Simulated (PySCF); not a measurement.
**Static response to an electric field**

Species: C6H10OSi.
SMILES with atom numbers: `[CH2:1]=[CH:2]/[CH:3]=[CH:4]/[C:5](=[CH2:6])[O:7][SiH3:8]` (hydrogens: H9, H10 on C1; H11 on C2; H12 on C3; H13 on C4; H14, H15 on C6; H16, H17, H18 on Si8)

Structure used (GFN2-xTB), in Å, numbered top down from 1:
```xyz
18
C6H10OSi angstrom
C      3.5147    0.7429    0.7780
C      2.7572    0.0973   -0.1060
C      1.3185    0.1316   -0.0972
C      0.5532   -0.5022   -0.9986
C     -0.8990   -0.4701   -0.9987
C     -1.6218   -1.0784   -1.9440
O     -1.4514    0.2187    0.0252
Si    -2.9765    0.5158    0.4939
H      3.0795    1.3389    1.5633
H      4.5898    0.7015    0.7470
H      3.2179   -0.4933   -0.8880
H      0.8457    0.7090    0.6859
H      1.0056   -1.0799   -1.7924
H     -2.6962   -1.0476   -1.9369
H     -1.1452   -1.6139   -2.7433
H     -2.6988    1.2669    1.7084
H     -3.7070   -0.7295    0.7411
H     -3.6949    1.2985   -0.5141
```

Level: CAM-B3LYP/def2-SVPD (PySCF), static field, nuclei fixed, core orbitals frozen in the response. The polarisability tensor in these axes (au):

```
x   156.58  20.12  29.93
y    20.12  87.35  24.13
z    29.93  24.13 106.20
```

**Question.** What are the eigenvalues, a third of the trace, and Δα (Δα² = ½Σ(αi − αj)² over the three pairs)?

**Answer.** Principal values 70.86, 99.78 and 179.48 au; mean 116.71 au = 17.29 Å³ = 19.24 × 10⁻⁴⁰ C²·m²/J; Δα = 97.44 au (83 % of the mean).

**Question.** What is the dipole moment, and where does it point?

**Answer.** (-0.23, -0.11, -0.16) D, 0.30 D in size, pointing from the negative to the positive side. Measured along this direction, the outermost atoms are H10 at the negative end and H14 at the positive end.

**Question.** Find the Langevin capture rate constant for NH4+ (18.034 u) meeting this molecule (126.050 u), k = 2.342 × 10⁻⁹ cm³/s × √(α in Å³ / reduced mass in u).

**Answer.** The reduced mass is 15.78 u, so k = 2.45 × 10⁻⁹ cm³/s. The formula leaves out the permanent dipole, which adds to the capture rate.

**Question.** In TDDFT the mean static polarisability is Σ f/ω² over all singlet excitations (ω in hartree). How much of it do the 8 lowest give? Their energies (eV) and oscillator strengths: 4.93, 0.9938; 5.97, 0.0047; 6.13, 0.0620; 6.49, 0.0004; 6.67, 0.0030; 6.78, 0.0066; 6.82, 0.0194; 7.06, 0.0057.

**Answer.** They add up to 32.12 au, 27.5 % of the 116.71 au; the largest single term is 30.24 au, from the state at 4.93 eV. Terms in order: 30.24, 0.10, 1.22, 0.01, 0.05, 0.11, 0.31, 0.08 au. Higher excitations give the rest. The strengths listed sum to 1.096.

**Question.** Give the eigenvalues of the traceless quadrupole moment Θ = ½Σq(3rr − r²1), origin at the centre of nuclear charge.

**Answer.** -8.76, 2.34, 6.42 D·Å. The values depend on the origin, since the dipole doesn't vanish. The electronic extent ⟨r²⟩ about the same centre is 1777 bohr², a root-mean-square distance of 2.71 Å for the 68 electrons.

Isolated species at its GFN2-xTB geometry (one conformer only).
